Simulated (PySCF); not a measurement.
Electronic structure of Mn (manganese, neutral) at the UHF level

Configuration: [Ar] 3d7, high-spin 4F determinant (an excited configuration). Calculation: PySCF 2.14, in aug-cc-pVTZ (8s7p5d3f2g, 93 functions); the non-relativistic Hamiltonian (point nucleus).

| Property | Result |
| --- | --- |
| Total energy | -1149.552135 hartree |
| One-electron energy | -1589.7997 hartree |
| Hartree (Coulomb) energy | 491.2522 hartree |
| Exchange energy | -51.0047 hartree |
| Kinetic energy | 1149.45894 hartree |
| ⟨S²⟩ | 4.2455 |
| ⟨L²⟩ | 12.014 |
| Sum of ⟨r⟩ | 21.05 bohr |
| Sum of ⟨r²⟩ | 42.05 bohr² |
| Density at the nucleus (Gaussians lack the cusp) | 10500 bohr⁻³ |
| Spin density at the nucleus | -0.181 bohr⁻³ |
| Langevin diamagnetic susceptibility | -33.3 ×10⁻⁶ cm³/mol |

```csv
shell,electrons,mean orbital energy (hartree),spread (hartree),"rms radius, mean of both spins (bohr)"
1s α,1,-240.35520,0,0.0713
1s β,1,-240.35384,0,0.0713
2s α,1,-28.94562,0,0.305
2s β,1,-28.84984,0,0.305
2p α,3,-24.65451,0,0.274
2p β,3,-24.55961,0,0.274
3s α,1,-3.75330,0,0.932
3s β,1,-3.45623,0,0.932
3p α,3,-2.46856,0,1.01
3p β,3,-2.10767,0,1.01
3d α,5,-0.40196,0.02590,2.19
3d β,2,-0.10495,0,2.19
```

⟨S²⟩ = 4.25 against 3.75 shows spin contamination.

Spin-orbit constants ζ (cm⁻¹) from the X2C one-electron operator on these orbitals (non-relativistic here): bare nucleus, nucleus screened by l(l+1)(2l+1)/3 electrons, and screened by the Breit-Pauli mean field of the electrons.

```json
{"shell": "2p", "bare": "57200", "screened nucleus": "52620", "mean field": "50490"}
{"shell": "3p", "bare": "6588", "screened nucleus": "6061", "mean field": "5770"}
{"shell": "3d", "bare": "539.6", "screened nucleus": "323.8", "mean field": "286.9"}
```

To first order the Landé constant is A = -95.62 cm⁻¹, so the lowest level has J = 9/2 and lies 0.0533 eV below the centre of the term. This holds in LS coupling only.
